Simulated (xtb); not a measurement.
C4H9O2Si, doublet, from a rough starting geometry; xtb 6.7.1 with GFN2-xTB.

xtb was given this input:
```
$ xtb mol.xyz --gfn 2 --uhf 1 --opt vtight --json

# file mol.xyz
16

C     -2.60665301    -0.74669964    -0.12389321
C     -1.35285759    -1.07174335     0.23512103
Si    -0.09847058     0.07066555     0.81018107
O      1.43930585    -0.22128342     0.27058315
C      2.03091903    -1.55142899     0.18479786
O     -0.35657174     1.62018998     0.50788825
C      0.34170902     2.47860790    -0.37398935
H     -2.85017886     0.25395470    -0.28199928
H     -3.38275283    -1.46903492    -0.31158143
H     -1.13266788    -2.08372714     0.45197004
H      2.06894323    -1.98590764     1.13506949
H      3.09039791    -1.37163703    -0.17355193
H      1.53775416    -2.15200999    -0.56506959
H      1.11897687     3.01592371     0.23137939
H      0.78376692     1.96659731    -1.17836608
H     -0.41907453     3.21487158    -0.73013417
```

**Question.** What does xtb print? Leave out banner, timings and long lists.

**Answer.** 
```
   ID    Z sym.   atoms
    1    6 C      1, 2, 5, 7
    2   14 Si     3
    3    8 O      4, 6
    4    1 H      8-16

           -------------------------------------------------
          |                Calculation Setup                |
           -------------------------------------------------

           -------------------------------------------------
          |                 G F N 2 - x T B                 |
           -------------------------------------------------

          ...................................................
          :                      SETUP                      :
          :.................................................:
          :  # basis functions                  43          :
          :  # atomic orbitals                  42          :
          :  # shells                           24          :
          :  # electrons                        41          :
          :  max. iterations                   250          :
          :  Hamiltonian                  GFN2-xTB          :
          :  restarted?                      false          :
          :  GBSA solvation                  false          :
          :  PC potential                    false          :
          :  electronic temp.          300.0000000     K    :
          :  accuracy                    1.0000000          :
          :  -> integral cutoff          0.2500000E+02      :
          :  -> integral neglect         0.1000000E-07      :
          :  -> SCF convergence          0.1000000E-05 Eh   :
          :  -> wf. convergence          0.1000000E-03 e    :
          :  Broyden damping             0.4000000          :
          :  net charge                          0          :
          :  unpaired electrons                  1          :
          ...................................................

 iter      E             dE          RMSdq      gap      omega  full diag
   1    -23.2075139 -0.232075E+02  0.540E+00    1.61       0.0  T
   2    -23.2476654 -0.401515E-01  0.332E+00    1.84       1.0  T
   3    -23.2366584  0.110070E-01  0.111E+00    1.67       1.0  T
   4    -23.2404130 -0.375461E-02  0.116E+00    2.12       1.0  T
   5    -23.2514463 -0.110333E-01  0.445E-01    1.96       1.0  T
   6    -23.2517542 -0.307942E-03  0.252E-01    1.90       1.0  T
   7    -23.2520052 -0.250927E-03  0.789E-02    1.89       1.0  T
   8    -23.2520553 -0.501595E-04  0.323E-02    1.87       1.0  T
   9    -23.2520567 -0.136781E-05  0.105E-02    1.88       2.4  T
  10    -23.2520574 -0.695238E-06  0.509E-03    1.87       4.9  T
  11    -23.2520574 -0.470343E-07  0.124E-03    1.87      20.2  T
  12    -23.2520574 -0.452214E-09  0.572E-04    1.87      43.7  T
  13    -23.2520574 -0.195818E-09  0.257E-04    1.87      97.4  T

   *** convergence criteria satisfied after 13 iterations ***

         :::::::::::::::::::::::::::::::::::::::::::::::::::::
         ::                     SUMMARY                     ::
         :::::::::::::::::::::::::::::::::::::::::::::::::::::
         :: total energy             -22.974732309771 Eh    ::
         :: gradient norm              0.113123434387 Eh/a0 ::
         :: HOMO-LUMO gap              1.874466981850 eV    ::
         ::.................................................::
         :: SCC energy               -23.252018964900 Eh    ::
         :: -> isotropic ES            0.051708281385 Eh    ::
         :: -> anisotropic ES          0.000917572825 Eh    ::
         :: -> anisotropic XC          0.007682574888 Eh    ::
         :: -> dispersion             -0.010556065492 Eh    ::
         :: repulsion energy           0.277286655130 Eh    ::
         :: add. restraining           0.000000000000 Eh    ::
         :: total charge              -0.000000000000 e     ::
         :::::::::::::::::::::::::::::::::::::::::::::::::::::

      -----------------------------------------------------------
     |                   =====================                   |
[...]
 * total energy  :   -22.9868876 Eh     change       -0.1013004E-05 Eh
 * total energy  :   -22.9868883 Eh     change       -0.7233022E-06 Eh
 * total energy  :   -22.9868893 Eh     change       -0.9262559E-06 Eh
 * total energy  :   -22.9868899 Eh     change       -0.6061134E-06 Eh
 * total energy  :   -22.9868906 Eh     change       -0.6912692E-06 Eh
 * total energy  :   -22.9868912 Eh     change       -0.5902182E-06 Eh
 * total energy  :   -22.9868918 Eh     change       -0.6269835E-06 Eh
 * total energy  :   -22.9868924 Eh     change       -0.6536523E-06 Eh
 * total energy  :   -22.9868926 Eh     change       -0.2090389E-06 Eh
 * total energy  :   -22.9868928 Eh     change       -0.1849552E-06 Eh
 * total energy  :   -22.9868930 Eh     change       -0.1673663E-06 Eh
 * total energy  :   -22.9868931 Eh     change       -0.6737023E-07 Eh
   *** GEOMETRY OPTIMIZATION CONVERGED AFTER 52 ITERATIONS ***
         :: total energy             -22.986893059952 Eh    ::
[...]
        31                          0.1651138               4.4930
        32                          0.1872156               5.0944
       ...                                ...                  ...
        42                          0.8550686              23.2676
      -------------------------------------------------------------
                  HL-Gap            0.0675485 Eh            1.8381 eV
             Fermi-level           -0.2917790 Eh           -7.9397 eV

     #   Z          covCN         q      C6AA      α(0)
     1   6 C        2.850    -0.090    30.257     9.015
     2   6 C        2.785    -0.120    31.026     9.124
     3  14 Si       2.544     0.508   175.078    29.018
     4   8 O        1.621    -0.353    19.983     6.034
     5   6 C        3.676     0.042    20.083     6.421
     6   8 O        1.620    -0.358    20.075     6.048
     7   6 C        3.679     0.042    20.073     6.417
     8   1 H        0.926     0.029     2.601     2.522
     9   1 H        0.926     0.033     2.541     2.493
    10   1 H        0.925     0.028     2.618     2.530
    11   1 H        0.924     0.031     2.569     2.507
    12   1 H        0.924     0.050     2.320     2.382
    13   1 H        0.924     0.034     2.534     2.490
    14   1 H        0.924     0.048     2.351     2.398
    15   1 H        0.924     0.041     2.433     2.439
    16   1 H        0.924     0.035     2.510     2.478

 Mol. C6AA /au·bohr⁶  :       3105.917611
 Mol. C8AA /au·bohr⁸  :      92772.444842
 Mol. α(0) /au        :         94.314519

Wiberg/Mayer (AO) data.
largest (>0.10) Wiberg bond orders for each atom

 ---------------------------------------------------------------------------
     #   Z sym  total        # sym  WBO       # sym  WBO       # sym  WBO
 ---------------------------------------------------------------------------
     1   6 C    3.975 --     2 C    1.878     8 H    0.982     9 H    0.976
                             3 Si   0.118
     2   6 C    3.963 --     1 C    1.878     3 Si   0.989    10 H    0.974
     3  14 Si   3.449 --     6 O    1.151     4 O    1.132     2 C    0.989
                             1 C    0.118
     4   8 O    2.277 --     3 Si   1.132     5 C    1.003
     5   6 C    3.950 --     4 O    1.003    11 H    0.984    13 H    0.983
                            12 H    0.980
     6   8 O    2.263 --     3 Si   1.151     7 C    0.975
     7   6 C    3.947 --    15 H    0.987    16 H    0.982    14 H    0.982
                             6 O    0.975
     8   1 H    0.999 --     1 C    0.982
     9   1 H    0.999 --     1 C    0.976
    10   1 H    0.999 --     2 C    0.974
    11   1 H    0.999 --     5 C    0.984
    12   1 H    0.997 --     5 C    0.980
    13   1 H    0.999 --     5 C    0.983
    14   1 H    0.998 --     7 C    0.982
    15   1 H    0.998 --     7 C    0.987
    16   1 H    0.999 --     7 C    0.982
 ---------------------------------------------------------------------------

Topologies differ in total number of bonds
Writing topology from bond orders to xtbtopo.mol

molecular dipole:
                 x           y           z       tot (Debye)
 q only:        0.249      -0.359      -0.024
   full:        0.392      -0.408      -0.431       1.807
molecular quadrupole (traceless):
                xx          xy          yy          xz          yz          zz
 q only:       -1.900      -1.682       2.268      -0.310      -2.946      -0.368
  q+dip:        0.114      -0.815       2.772       1.444      -2.440      -2.886
   full:       -0.801      -1.795       3.587       0.814      -3.190      -2.786

optimized geometry written to: xtbopt.xyz

           -------------------------------------------------
          | TOTAL ENERGY              -22.986893059952 Eh   |
          | GRADIENT NORM               0.000059933812 Eh/α |
          | HOMO-LUMO GAP               1.838088680548 eV   |
           -------------------------------------------------

normal termination of xtb
```
